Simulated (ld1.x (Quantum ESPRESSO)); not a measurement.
## Plane-wave convergence, TM semilocal potential for osmium

```
Element                 : Os (Z = 76)
Generator               : ld1.x (Quantum ESPRESSO) 7.5
Type                    : norm-conserving Troullier–Martins (semilocal form)
Functional              : LDA (PZ)
Relativity              : scalar-relativistic
Frozen core             : [Kr] 4d10 4f14 5s2
Valence charge          : 14
Reference configuration : 5p6 5d6 6s2 6p0
Partial waves           : 6s (bound): rc 2.40 bohr; 5p (bound): rc 1.15 bohr; 5d (bound): rc 2.40 bohr
Local potential         : the d channel
Core correction         : none
```

The pseudo-atom Hamiltonian at the reference potential is diagonalised in spherical Bessel functions j_l(qr) that vanish at 20 bohr, with q² up to the cutoff. All-electron valence levels (Ry): 6s -0.4694, 5p -3.7523, 6p -0.1027, 5d -0.4750.

Task: How do the lowest levels (Ry) of each channel move with the cutoff, and are there ghosts?

Result:

```json
{"cutoff (Ry)": "8", "s #1": "-0.4641", "s #2": "0.0081", "p #1": "-2.7865", "p #2": "-0.0489", "p #3": "0.0629", "d #1": "-0.0674", "d #2": "0.0732", "Σ f·Δε (mRy)": "8251.5"}
{"cutoff (Ry)": "18", "s #1": "-0.4690", "s #2": "0.0078", "p #1": "-3.5587", "p #2": "-0.0937", "p #3": "0.0534", "d #1": "-0.4137", "d #2": "0.0665", "Σ f·Δε (mRy)": "1530.8"}
{"cutoff (Ry)": "30", "s #1": "-0.4693", "s #2": "0.0077", "p #1": "-3.5939", "p #2": "-0.0955", "p #3": "0.0531", "d #1": "-0.4728", "d #2": "0.0660", "Σ f·Δε (mRy)": "964.6"}
{"cutoff (Ry)": "50", "s #1": "-0.4694", "s #2": "0.0077", "p #1": "-3.7230", "p #2": "-0.1019", "p #3": "0.0522", "d #1": "-0.4750", "d #2": "0.0660", "Σ f·Δε (mRy)": "176.6"}
{"cutoff (Ry)": "70", "s #1": "-0.4694", "s #2": "0.0077", "p #1": "-3.7462", "p #2": "-0.1036", "p #3": "0.0519", "d #1": "-0.4750", "d #2": "0.0660", "Σ f·Δε (mRy)": "37.1"}
{"cutoff (Ry)": "110", "s #1": "-0.4694", "s #2": "0.0077", "p #1": "-3.7502", "p #2": "-0.1037", "p #3": "0.0519", "d #1": "-0.4750", "d #2": "0.0660", "Σ f·Δε (mRy)": "13.3"}
{"cutoff (Ry)": "160", "s #1": "-0.4694", "s #2": "0.0077", "p #1": "-3.7522", "p #2": "-0.1038", "p #3": "0.0519", "d #1": "-0.4750", "d #2": "0.0660", "Σ f·Δε (mRy)": "1.1"}
{"cutoff (Ry)": "260", "s #1": "-0.4694", "s #2": "0.0077", "p #1": "-3.7524", "p #2": "-0.1039", "p #3": "0.0519", "d #1": "-0.4750", "d #2": "0.0660", "Σ f·Δε (mRy)": "0.1"}
{"cutoff (Ry)": "400", "s #1": "-0.4694", "s #2": "0.0077", "p #1": "-3.7524", "p #2": "-0.1039", "p #3": "0.0519", "d #1": "-0.4750", "d #2": "0.0660", "Σ f·Δε (mRy)": "0.0"}
```

Result: no extra level below or beside the all-electron valence levels (s, p, d tested); the semilocal form is local in each channel, so this says nothing of the separable form that plane-wave codes build from it; 10 mRy is reached at 120 Ry and 1 mRy at 200 Ry.
